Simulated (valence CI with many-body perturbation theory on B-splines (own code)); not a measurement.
**Level structure of Ti⁹⁺**

Method: valence CI with perturbative core correlation (CI+MBPT): three valence electrons over a frozen Dirac-Fock core [Ne], radial functions for each j: 11 s, 11 p, 9 d, 7 f, 5 g, 2 h, 1 i, with the one-electron correlation potential Σ1 (screened to all orders), the two-electron term Σ2, the three-electron term Σ3, Breit, model QED; selected single and double excitations, second order for the rest, scaled by the run's own slope (own B-spline code, finite nucleus).

No measured levels were compared; by estimate levels of excited configurations hold to 0.05 to 0.15 % of their energy, terms of the ground configuration to about 0.5 %.

Levels 1 to 45 of 67, with energies above the lowest level, 3s2.3p 2P°_1/2. "Leading %" is the weight of the configuration and term that name the level; weights of strongly mixed levels are sums over their largest components and can fall short. Lifetimes count E1, E2, E3, M1 and M2 decay at the calculated energies, and are blank where another channel may lead or the interval is too uncertain; long ones can be off by a factor of two.

| No. | Configuration | Term | J | E (eV) | Leading % | Lifetime | g |
| --- | --- | --- | --- | --- | --- | --- | --- |
| 1 | 3s2.3p | 2P° | 1/2 | 0.000 | 97 |  | 0.665 |
| 2 | 3s2.3p | 2P° | 3/2 | 0.936 | 97 | 257 ms | 1.334 |
| 3 | 3s.3p2 | 4P | 1/2 | 19.883 | 99 | 159 ns | 2.667 |
| 4 | 3s.3p2 | 4P | 3/2 | 20.237 | 99 | 777 ns | 1.734 |
| 5 | 3s.3p2 | 4P | 5/2 | 20.740 | 99 | 245 ns | 1.598 |
| 6 | 3s.3p2 | 2D | 3/2 | 26.294 | 86 | 774 ps | 0.801 |
| 7 | 3s.3p2 | 2D | 5/2 | 26.362 | 86 | 875 ps | 1.202 |
| 8 | 3s.3p2 | 2S | 1/2 | 32.813 | 91 | 103 ps | 1.920 |
| 9 | 3s.3p2 | 2P | 1/2 | 34.876 | 90 | 40.8 ps | 0.749 |
| 10 | 3s.3p2 | 2P | 3/2 | 35.394 | 96 | 38.7 ps | 1.332 |
| 11 | 3s2.3d | 2D | 3/2 | 42.812 | 85 | 33.6 ps | 0.799 |
| 12 | 3s2.3d | 2D | 5/2 | 42.879 | 85 | 35.4 ps | 1.200 |
| 13 | 3p3 | 2D° | 3/2 | 51.253 | 67 | 436 ps | 0.808 |
| 14 | 3p3 | 2D° | 5/2 | 51.373 | 68 | 441 ps | 1.200 |
| 15 | 3p3 | 4S° | 3/2 | 52.556 | 97 | 44.4 ps | 1.989 |
| 16 | 3p3 | 2P° | 1/2 | 57.319 | 79 | 102 ps | 0.665 |
| 17 | 3p3 | 2P° | 3/2 | 57.388 | 75 | 105 ps | 1.326 |
| 18 | 3s.3p.3d | 4F° | 3/2 | 57.546 | 98 | 5.97 ns | 0.410 |
| 19 | 3s.3p.3d | 4F° | 5/2 | 57.740 | 99 | 14.7 ns | 1.029 |
| 20 | 3s.3p.3d | 4F° | 7/2 | 58.025 | 99 | 16.9 ns | 1.239 |
| 21 | 3s.3p.3d | 4F° | 9/2 | 58.409 | 100 |  | 1.334 |
| 22 | 3s.3p.3d | 4P° | 5/2 | 62.154 | 78 | 51.9 ps | 1.547 |
| 23 | 3s.3p.3d | 4P° | 3/2 | 62.336 | 58 | 44.7 ps | 1.509 |
| 24 | 3s.3p.3d | 4D° | 1/2 | 62.487 | 68 | 38.2 ps | 0.829 |
| 25 | 3s.3p.3d | 4P° | 1/2 | 62.822 | 69 | 46.4 ps | 1.839 |
| 26 | 3s.3p.3d | 4D° | 3/2 | 62.901 | 58 | 40.4 ps | 1.420 |
| 27 | 3s.3p.3d | 4D° | 7/2 | 62.942 | 99 | 34.5 ps | 1.428 |
| 28 | 3s.3p.3d | 4D° | 5/2 | 62.949 | 80 | 36.9 ps | 1.416 |
| 29 | 3s.3p.3d | 2D° | 3/2 | 64.352 | 80 | 41.7 ps | 0.804 |
| 30 | 3s.3p.3d | 2D° | 5/2 | 64.362 | 79 | 42.1 ps | 1.207 |
| 31 | 3s.3p.3d | 2F° | 5/2 | 67.347 | 98 | 85.7 ps | 0.858 |
| 32 | 3s.3p.3d | 2F° | 7/2 | 68.091 | 98 | 82.9 ps | 1.143 |
| 33 | 3s.3p.3d | 2P° | 3/2 | 73.232 | 82 | 28.9 ps | 1.324 |
| 34 | 3s.3p.3d | 2P° | 1/2 | 73.568 | 85 | 30.5 ps | 0.665 |
| 35 | 3s.3p.3d | 2F° | 7/2 | 73.785 | 97 | 27.6 ps | 1.143 |
| 36 | 3s.3p.3d | 2F° | 5/2 | 73.963 | 97 | 27.3 ps | 0.857 |
| 37 | 3s.3p.3d | 2P° | 1/2 | 75.973 | 90 | 24.2 ps | 0.665 |
| 38 | 3s.3p.3d | 2P° | 3/2 | 76.048 | 84 | 24.8 ps | 1.294 |
| 39 | 3s.3p.3d | 2D° | 3/2 | 76.427 | 76 | 18.6 ps | 0.848 |
| 40 | 3s.3p.3d | 2D° | 5/2 | 76.540 | 83 | 18.5 ps | 1.199 |
| 41 | 3p2.3d | 2F | 5/2 | 86.072 | 87 | 285 ps | 0.859 |
| 42 | 3p2.3d | 2F | 7/2 | 86.438 | 85 | 258 ps | 1.147 |
| 43 | 3p2.3d | 4F | 3/2 | 87.010 | 98 | 100 ps | 0.407 |
| 44 | 3p2.3d | 4F | 5/2 | 87.221 | 97 | 99.9 ps | 1.034 |
| 45 | 3p2.3d | 4F | 7/2 | 87.509 | 97 | 99.2 ps | 1.240 |

Names give the largest LS component (configuration and term), which can be under half, so a name can repeat, a term be missing and a line seem to break the LS rules; names also repeat where a configuration has a term twice.

Where two levels of one J and parity lie close, their mixing, g and order are uncertain.

The ionisation energy to 3s2 1S_0 of the next ion comes out as 216.8 eV (NIST: 215.92 ± 0.12 eV (measured), further off than twice its uncertainty). All 67 levels together are meant to be complete up to 101.111 eV.
